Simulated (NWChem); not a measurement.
System: CH3Cd, doublet; SMILES [CH3][Cd]

NWChem input:

```
start job
memory heap 200 mb stack 900 mb global 1100 mb
geometry units angstroms noautoz
  Cd     0.000000     0.000000    -0.233202
  C      0.000000     0.000000     2.006021
  H      0.739808     0.739808     2.341581
  H      0.270788    -1.010596     2.341581
  H     -1.010596     0.270788     2.341581
end
basis spherical
  * library def2-svp
end
ecp
  Cd library def2-ecp
end
dft
  odft
  mult 2
  xc kt2
  iterations 150
  mulliken
end
task dft energy
```

Parts of the log:

```
             Northwest Computational Chemistry Package (NWChem) 7.3.0
             --------------------------------------------------------

 C3V symmetry detected

                             Geometry "geometry" -> ""
                             -------------------------

 Output coordinates in angstroms (scale by  1.889725989 to convert to a.u.)

  No.       Tag          Charge          X              Y              Z
 ---- ---------------- ---------- -------------- -------------- --------------
    1 Cd                  48.0000    -0.00000000    -0.00000000    -0.37122258
    2 C                    6.0000    -0.00000000    -0.00000000     1.86800042
    3 H                    1.0000     0.73980770     0.73980770     2.20356042
    4 H                    1.0000     0.27078841    -1.01059611     2.20356042
    5 H                    1.0000    -1.01059611     0.27078841     2.20356042

 Effective nuclear repulsion energy (a.u.)     105.0241000177

      Symmetry information
      --------------------

 Group name             C3v
 Group number             17
 Group order               6
 No. of unique centers     3

                                 NWChem DFT Module
                                 -----------------

 Summary of "ao basis" -> "ao basis" (spherical)
 ------------------------------------------------------------------------------
       Tag                 Description            Shells   Functions and Types
 ---------------- ------------------------------  ------  ---------------------
 Cd                         def2-svp                11       31   5s3p2d1f
 C                          def2-svp                 6       14   3s2p1d
 H                          def2-svp                 3        5   2s1p

      Symmetry analysis of basis
      --------------------------

        a1         22
        a2          2
        e          36

  Rotation of axis

            General Information
            -------------------
          SCF calculation type: DFT
          Wavefunction type:  spin polarized.
          No. of atoms     :     5
          No. of electrons :    29
           Alpha electrons :    15
            Beta electrons :    14
          Charge           :     0
          Spin multiplicity:     2
          Use of symmetry is: on ; symmetry adaption is: on
          Maximum number of iterations: 150
          AO basis - number of functions:    60
                     number of shells:    26
          Convergence on energy requested:  1.00D-06
          Convergence on density requested:  1.00D-05
          Convergence on gradient requested:  5.00D-04

              XC Information
              --------------
                          KT2 Method XC Functional
                        Slater Exchange Functional  1.072 local
                           KT1 gradient correction  1.000 non-local
            Perdew 1991 LDA Correlation Functional  0.577 local

             Grid Information
             ----------------
          Grid used for XC integration:  medium
          Radial quadrature: Mura-Knowles
          Angular quadrature: Lebedev.
          Tag              B.-S. Rad. Rad. Pts. Rad. Cut. Ang. Pts.
          ---              ---------- --------- --------- ---------
          Cd                  1.55      123           9.0       590
          C                   0.70       49          10.0       434
          H                   0.35       45          10.0       434
          Grid pruning is: on
          Number of quadrature shells:   217
          Spatial weights used:  Erf1

      Superposition of Atomic Density Guess
      -------------------------------------

 Sum of atomic energies:        -231.09633358

      Non-variational initial energy
      ------------------------------

 Total energy =    -206.544062
 1-e energy   =    -446.986399
 2-e energy   =     191.114241
 HOMO         =      -0.129243
 LUMO         =       0.061125

   Symmetry analysis of molecular orbitals - initial alpha
   -------------------------------------------------------

  Numbering of irreducible representations:

     1 a1          2 a2          3 e

  Orbital symmetries:

     1 a1          2 a1          3 a1          4 e           5 e
     6 a1          7 a1          8 e           9 e          10 e
    11 e          12 e          13 e          14 a1         15 a1
    16 e          17 e          18 a1         19 a1         20 e
    21 e          22 a1         23 e          24 e          25 a1

   Symmetry analysis of molecular orbitals - initial beta
   ------------------------------------------------------

  Numbering of irreducible representations:

     1 a1          2 a2          3 e

  Orbital symmetries:

     1 a1          2 a1          3 a1          4 e           5 e
     6 a1          7 a1          8 e           9 e          10 e
    11 e          12 e          13 e          14 a1         15 a1
    16 e          17 e          18 a1         19 a1         20 e
    21 e          22 a1         23 e          24 e          25 a1

     ---------------------------------------------
      Total Density - Mulliken Population Analysis
     ---------------------------------------------

    Atom       Charge   Shell Charges
 -----------   ------   -------------------------------------------------------
    1 Cd  20    19.66  -0.38  1.64  0.73  0.79  0.74  5.95  0.11  0.08  9.16  0.83  0.00
    2 C    6     6.67   1.99  0.97  0.34  2.03  1.32  0.01
    3 H    1     0.89   0.66  0.20  0.03
    4 H    1     0.89   0.66  0.20  0.03
    5 H    1     0.89   0.66  0.20  0.03

     --------------------------------------------
      Spin Density - Mulliken Population Analysis
     --------------------------------------------

    Atom       Charge   Shell Charges
 -----------   ------   -------------------------------------------------------
    1 Cd  20     0.58  -0.00  0.01 -0.01  0.16  0.32  0.00  0.03  0.06  0.01 -0.01  0.00
    2 C    6     0.37   0.00  0.03  0.00  0.20  0.14  0.00
    3 H    1     0.02   0.00  0.01  0.00
    4 H    1     0.02   0.00  0.01  0.00
    5 H    1     0.02   0.00  0.01  0.00

   convergence    iter        energy       DeltaE   RMS-Dens  Diis-err
 ---------------- ----- ----------------- --------- --------- ---------
 d= 0,ls=0.0,diis     1   -209.2331929268 -2.59D+02  1.24D-02  8.52D-02
                                                     9.54D-03  8.55D-02
 d= 0,ls=0.0,diis     2   -209.2268085510  6.38D-03  6.15D-03  6.00D-02
                                                     8.35D-03  5.59D-02
 d= 0,ls=0.0,diis     3   -209.2395533998 -1.27D-02  2.73D-03  4.12D-02
                                                     3.19D-03  4.13D-02
 d= 0,ls=0.0,diis     4   -209.2639927552 -2.44D-02  5.88D-04  7.09D-04
                                                     3.98D-04  6.41D-04
 d= 0,ls=0.0,diis     5   -209.2642920319 -2.99D-04  1.76D-04  4.65D-05
                                                     1.48D-04  4.99D-05
  Resetting Diis
 d= 0,ls=0.0,diis     6   -209.2643220177 -3.00D-05  3.02D-05  4.10D-06
                                                     3.38D-05  4.17D-06
 d= 0,ls=0.0,diis     7   -209.2643243596 -2.34D-06  2.42D-05  3.58D-07
                                                     2.70D-05  1.50D-07
 d= 0,ls=0.0,diis     8   -209.2643239268  4.33D-07  1.40D-05  8.87D-07
                                                     1.95D-05  1.06D-06
 d= 0,ls=0.0,diis     9   -209.2643245758 -6.49D-07  2.26D-06  2.18D-08
                                                     1.57D-06  1.23D-08

         Total DFT energy =     -209.264324575814
      One electron energy =     -448.706066963991
           Coulomb energy =      213.838280433373
    Exchange-Corr. energy =      -23.724634001886
 Nuclear repulsion energy =       49.328095956690

 Numeric. integr. density =       28.999994371978

                  Occupations of the irreducible representations
                  ----------------------------------------------

                     irrep           alpha         beta
                     --------     --------     --------
                     a1                7.0          6.0
                     a2                0.0          0.0
                     e                 8.0          8.0

                    DFT Final Alpha Molecular Orbital Analysis
                    ------------------------------------------

 Vector   13  Occ=1.000000D+00  E=-3.494145D-01  Symmetry=e
              MO Center= -7.2D-02,  2.3D-01,  2.0D+00, r^2= 1.4D+00
   Bfn.  Coefficient  Atom+Function         Bfn.  Coefficient  Atom+Function
  ----- ------------  ---------------      ----- ------------  ---------------
    35      0.418469  2 C  px                56     -0.319945  5 H  s
    46      0.313510  3 H  s                 38      0.179420  2 C  px
    18      0.156630  1 Cd d  1              57     -0.124756  5 H  s
    47      0.122246  3 H  s                 36      0.104274  2 C  py
    39      0.044708  2 C  py                16     -0.039029  1 Cd d -1

 Vector   14  Occ=1.000000D+00  E=-2.650366D-01  Symmetry=a1
              MO Center= -4.2D-16, -7.9D-17,  6.9D-01, r^2= 2.7D+00
   Bfn.  Coefficient  Atom+Function         Bfn.  Coefficient  Atom+Function
  ----- ------------  ---------------      ----- ------------  ---------------
     4      0.568217  1 Cd s                  2     -0.369467  1 Cd s
    37     -0.362460  2 C  pz                40     -0.237588  2 C  pz
     5      0.210490  1 Cd s                 17     -0.156121  1 Cd d  0
     1      0.150978  1 Cd s                  3     -0.139109  1 Cd s
    34      0.103458  2 C  s                 46     -0.079711  3 H  s

[...]
```

Level: KT2/def2-SVP with def2 effective core potentials on Cd, spin-unrestricted. In the optimisation the excess spin sits in a1 (C3v, its own frame). Coordinates come from a PBE0/def2-SVP, spin-unrestricted optimisation. The spin multiplicity was typed, not searched, and may not be the lowest. No stability test was run on the SCF state. def2 effective core potentials on Cd; no spin-orbit coupling.
